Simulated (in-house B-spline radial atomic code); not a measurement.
Values are calculated unless marked as measured or tabulated.
# Making a Troullier-Martins d channel for Sc, r_c = 2.85 bohr

Sc, [Ar] 3d1 4s2, non-relativistic PBE, spherical and spin-unpolarised, from an all-electron radial atomic-structure program (B-spline basis) (atomic units). The all-electron 3d level is ε = -0.123802 hartree and its outer maximum at 1.09 bohr.

Inside r_c the pseudo-orbital is u(r) = r^3 exp(p(r)), with p = c0 + c2 r² + c4 r⁴ + … + c12 r¹². The seven coefficients follow from p and its first four derivatives at r_c, from zero curvature of the screened potential at the origin, c4 = −c2²/(2l + 5), and from the norm inside r_c. At r_c the all-electron orbital has P = 0.380848, P' = -0.1660319, the screened potential V = -0.4014007, V' = 0.2332033, V'' = -0.21804, and the norm inside is Q = 0.8417201.

**Question.** What are p, p' and p'' at r_c?

**Answer.** p = ln(P/r_c^3) = ln(0.380848/23.1491) = -4.10731. p' = P'/P − 3/r_c = -0.43595 − 1.05263 = -1.48858. The radial equation gives p'' = 2(V − ε) − 2(3) p'/r_c − p'² = -0.55520 − (-3.13386) − 2.21589 = 0.36278. Differentiating, p''' = 2V' + 2(3)p'/r_c² − 2(3)p''/r_c − 2p'p'' = -0.31688, and p'''' = 2V'' − 4(3)p'/r_c³ + 4(3)p''/r_c² − 2(3)p'''/r_c − 2p''² − 2p'p''' = 0.33202.

For a trial c2 the five matching conditions are linear in c0, c6, c8, c10 and c12, and c2 is varied until the norm inside r_c equals Q. The root nearest zero gives:

```tsv
n	c_n
0	0.5353493
2	-0.8680398
4	-0.08372146
6	0.04694403
8	-0.00688235
10	0.0004541636
12	-1.157854e-05
```

**Question.** Check c4 and p(r_c), and find the screened pseudopotential at the origin.

**Answer.** −c2²/9 = -0.0837215, as listed. The terms c_n r_c^n are 0.53535, -7.05065, -5.52352, 25.15646, -29.95681, 16.05687, -3.32500, which sum to -4.10731. Inverting the radial equation, V_l(r) = ε + 3 p'/r + (p'' + p'²)/2, so V_l(0) = ε + (2l + 3) c2 = -0.123802 + 7 × (-0.86804) = -6.2001 hartree, finite where the all-electron potential diverges.

Orbitals and screened potentials:

```csv
r (bohr),P,u,V all-electron,V pseudo
0.285,0.2115,0.03683,-35.91,-6.186
0.712,0.6245,0.3908,-7.641,-5.752
1.14,0.7162,0.7741,-2.986,-4.12
1.568,0.6511,0.7626,-1.459,-1.875
1.995,0.5521,0.5865,-0.838,-0.543
2.422,0.459,0.461,-0.5389,-0.3668
2.85,0.3808,0.3808,-0.4014,-0.4014
```

Logarithmic derivatives P'/P at R = 3.15 bohr, for energies E around ε:

| E − ε (hartree) | all-electron | pseudo |
| --- | --- | --- |
| -0.5 | 1.05522 | 1.0818 |
| -0.25 | 0.724381 | 0.751613 |
| -0.1 | 0.334964 | 0.352148 |
| 0 | -0.440221 | -0.440162 |
| 0.1 | 8.10739 | 14.0251 |
| 0.25 | 1.21937 | 1.46229 |
| 0.5 | 0.498324 | 0.731012 |
